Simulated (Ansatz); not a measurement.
Geometry optimisation, RKS LDA/def2-SVP in Ansatz 0.2.0.

The input (input.yaml):

```yaml
crystal:
  periodic: [false, false, false]
  atoms:
    - { symbol: In, position_ang: [0.0, 0.0, 0.0] }
    - { symbol: Cl, position_ang: [0.0, 0.0, 2.79] }
    - { symbol: C, position_ang: [1.8879, 0.0, -1.09] }
    - { symbol: H, position_ang: [2.2175, -1.0462, -1.2602] }
    - { symbol: H, position_ang: [1.7514, 0.508, -2.0674] }
    - { symbol: H, position_ang: [2.6574, 0.5381, -0.4982] }
    - { symbol: Cl, position_ang: [-2.113, 0.0, -1.22] }
    - { symbol: Br, position_ang: [-0.3652, 2.7469, 0.9207] }
    - { symbol: H, position_ang: [-0.2047, 1.5395, 2.2852] }
basis:
  gaussian: { orbitals: def2-SVP }
hamiltonian:
  xc: lda
relax:
  f_tol: 0.15
  max_steps: 25
  restrain:
    - { distance: [0, 7], at: 3.82, k: 30.0 }
    - { distance: [8, 1], at: 2.57, k: 30.0 }
    - { distance: [0, 1], at: 2.44, k: 30.0 }
    - { distance: [8, 7], at: 1.55, k: 30.0 }
```

Run as:

```bash
$ ansatz run input.yaml --threads 4 --pin off --max-ram 5120MiB --backend cpu --events-out ev --progress --plain --runs-dir out
```

**Question.** Where does it end, and by what steps?

**Answer.** The forces met the threshold. The restraints hold the end off the free minimum; the threshold counts their pulls, which the force column leaves out. Restrained pairs: In1–Br8 (2.92 → 3.81 Å), Cl2–H9 (1.63 → 2.56 Å), In1–Cl2 (2.79 → 2.42 Å), Br8–H9 (1.83 → 1.51 Å). After 7 steps the energy has fallen by 0.193 eV (the restraints' own energy left out); Br8 moved furthest, 0.79 Å.

| step | energy less start (eV) | largest force component (eV/Å) | accepted |
| --- | --- | --- | --- |
| 0 | 0.0000 | 1.578 | yes |
| 1 | 0.2770 | 1.718 | yes |
| 2 | 0.2662 | 1.708 | yes |
| 3 | 0.0924 | 1.340 | yes |
| 4 | -0.1178 | 1.145 | yes |
| 5 | -0.1622 | 1.167 | yes |
| 6 | -0.1848 | 1.243 | yes |
| 7 | -0.1935 | 1.195 | yes |

```xyz
9
Properties=species:S:1:pos:R:3
In -0.039 -0.235 -0.146
Cl -0.223 -0.518 2.250
C 1.845 0.015 -1.058
H 2.406 -0.933 -0.948
H 1.700 0.262 -2.126
H 2.365 0.835 -0.529
Cl -2.141 -0.452 -1.112
Br 0.057 3.273 1.339
H -0.138 2.040 2.190
```

Time of the run: 10 s on 4 threads of Arm Neoverse V2, on a shared host, peak memory 0.2 GiB.
